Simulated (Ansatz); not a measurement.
Geometry optimisation, Ansatz 0.2.0, RHF/def2-SVP.

The input (input.yaml):

```yaml
crystal:
  periodic: [false, false, false]
  atoms:
    - { symbol: Si, position_ang: [-0.258723, 0.088949, -0.522942] }
    - { symbol: Si, position_ang: [-0.225262, -0.270389, 2.898617] }
    - { symbol: H, position_ang: [-0.567594, -1.190069, 4.011405] }
    - { symbol: H, position_ang: [1.180771, -0.483378, 2.506621] }
    - { symbol: H, position_ang: [-0.440031, 1.12368, 3.342516] }
    - { symbol: F, position_ang: [0.239198, 1.269794, 0.407438] }
    - { symbol: F, position_ang: [0.037425, 0.546983, -2.006506] }
    - { symbol: F, position_ang: [0.661833, -1.162407, -0.235742] }
    - { symbol: O, position_ang: [-1.831953, -0.242931, -0.314333] }
    - { symbol: Al, position_ang: [-3.440236, -0.785504, -0.127456] }
    - { symbol: H, position_ang: [-3.729441, -2.302048, -0.398522] }
    - { symbol: H, position_ang: [-4.509267, 0.270068, 0.317728] }
    - { symbol: H, position_ang: [-1.12232, -0.560249, 1.774677] }
basis:
  gaussian: { orbitals: def2-SVP }
hamiltonian:
  xc: hf
relax:
  f_tol: 0.03
  max_steps: 50
```

Command:

```bash
$ ansatz run input.yaml --threads 4 --pin off --max-ram 5120MiB --backend cpu --events-out ev --progress --plain --runs-dir out
```

Problem. Where does it end, and by what steps?

Solution. The forces met the threshold. After 27 steps the energy has fallen by 0.439 eV; F8 moved furthest, 1.90 Å.

```json
{"step": "0", "energy less start (eV)": "0.0000", "largest force component (eV/Å)": "1.595", "accepted": "yes"}
{"step": "1", "energy less start (eV)": "-0.2497", "largest force component (eV/Å)": "0.896", "accepted": "yes"}
{"step": "2", "energy less start (eV)": "-0.3444", "largest force component (eV/Å)": "0.311", "accepted": "yes"}
{"step": "3", "energy less start (eV)": "-0.3792", "largest force component (eV/Å)": "0.307", "accepted": "yes"}
{"step": "4", "energy less start (eV)": "-0.3888", "largest force component (eV/Å)": "0.284", "accepted": "yes"}
{"step": "5", "energy less start (eV)": "-0.3916", "largest force component (eV/Å)": "0.327", "accepted": "yes"}
{"step": "6", "energy less start (eV)": "-0.3950", "largest force component (eV/Å)": "0.145", "accepted": "yes"}
{"step": "7", "energy less start (eV)": "-0.3978", "largest force component (eV/Å)": "0.034", "accepted": "yes"}
{"step": "8", "energy less start (eV)": "-0.3943", "largest force component (eV/Å)": "0.340", "accepted": "no"}
{"step": "9", "energy less start (eV)": "-0.3986", "largest force component (eV/Å)": "0.071", "accepted": "yes"}
{"step": "10", "energy less start (eV)": "-0.3997", "largest force component (eV/Å)": "0.112", "accepted": "yes"}
{"step": "11", "energy less start (eV)": "-0.4008", "largest force component (eV/Å)": "0.136", "accepted": "yes"}
{"step": "12", "energy less start (eV)": "-0.4020", "largest force component (eV/Å)": "0.113", "accepted": "yes"}
{"step": "13", "energy less start (eV)": "-0.4034", "largest force component (eV/Å)": "0.076", "accepted": "yes"}
{"step": "14", "energy less start (eV)": "-0.4050", "largest force component (eV/Å)": "0.183", "accepted": "yes"}
{"step": "15", "energy less start (eV)": "-0.4063", "largest force component (eV/Å)": "0.121", "accepted": "yes"}
{"step": "16", "energy less start (eV)": "-0.4084", "largest force component (eV/Å)": "0.053", "accepted": "yes"}
{"step": "17", "energy less start (eV)": "-0.4091", "largest force component (eV/Å)": "0.233", "accepted": "yes"}
{"step": "18", "energy less start (eV)": "-0.4126", "largest force component (eV/Å)": "0.093", "accepted": "yes"}
{"step": "19", "energy less start (eV)": "-0.4157", "largest force component (eV/Å)": "0.043", "accepted": "yes"}
{"step": "20", "energy less start (eV)": "-0.4203", "largest force component (eV/Å)": "0.102", "accepted": "yes"}
{"step": "21", "energy less start (eV)": "-0.4241", "largest force component (eV/Å)": "0.183", "accepted": "yes"}
{"step": "22", "energy less start (eV)": "-0.4277", "largest force component (eV/Å)": "0.321", "accepted": "yes"}
{"step": "23", "energy less start (eV)": "-0.4284", "largest force component (eV/Å)": "0.319", "accepted": "yes"}
{"step": "24", "energy less start (eV)": "-0.4347", "largest force component (eV/Å)": "0.073", "accepted": "yes"}
{"step": "25", "energy less start (eV)": "-0.4370", "largest force component (eV/Å)": "0.226", "accepted": "yes"}
{"step": "26", "energy less start (eV)": "-0.4386", "largest force component (eV/Å)": "0.163", "accepted": "yes"}
{"step": "27", "energy less start (eV)": "-0.4394", "largest force component (eV/Å)": "0.029", "accepted": "yes"}
```

```xyz
13
Properties=species:S:1:pos:R:3
Si -0.145 0.175 -1.166
Si -0.668 -0.312 3.234
H -1.109 -0.597 4.614
H 0.511 -1.122 2.875
H -0.420 1.128 3.040
F 0.907 0.502 -0.023
F -0.322 1.492 -2.022
F 0.522 -0.904 -2.110
O -1.505 -0.325 -0.541
Al -2.906 -0.857 0.303
H -3.123 -2.405 0.423
H -3.958 0.237 0.697
H -1.790 -0.711 2.329
```

Whether the end is a true minimum wasn't checked by a vibrational analysis.

Run time: 39 s on 4 threads of Arm Neoverse V2, with other jobs on the host, peak memory 0.37 GiB.
